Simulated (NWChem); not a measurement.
# TiH$_{3}$O$_{3}$Cl; SMILES [Ti]([Cl])([OH])([OH])[OH]

```xyz
8

Ti     0.0000     0.0000    -0.3150
Cl     0.0000     0.0000     1.9093
O      1.6411    -0.2849    -0.9022
H      2.3050     0.2924    -1.2920
O     -0.5738     1.5637    -0.9022
H     -1.4057     1.8499    -1.2920
O     -1.0673    -1.2788    -0.9022
H     -0.8992    -2.1424    -1.2920
```
Atoms are numbered in this order, from 1.

All runs: NWChem. The geometry was optimised at PBE0/def2-SVP. Not confirmed as a minimum by frequencies. Total energies compare along this basis series because the functional is fixed.

| level | basis functions | energy (Ha) | highest occupied level (eV) | orbital gap (eV) | dipole (D) |
|---|---|---|---|---|---|
| B3LYP/cc-pVDZ | 118 | -1537.4582 | -8.23 | 6.21 | 3.73 |
| B3LYP/aug-cc-pVDZ | 182 | -1537.4872 | -8.37 | 6.28 | 3.57 |
| B3LYP/cc-pVTZ | 234 | -1537.5577 | -8.32 | 6.36 | 3.58 |
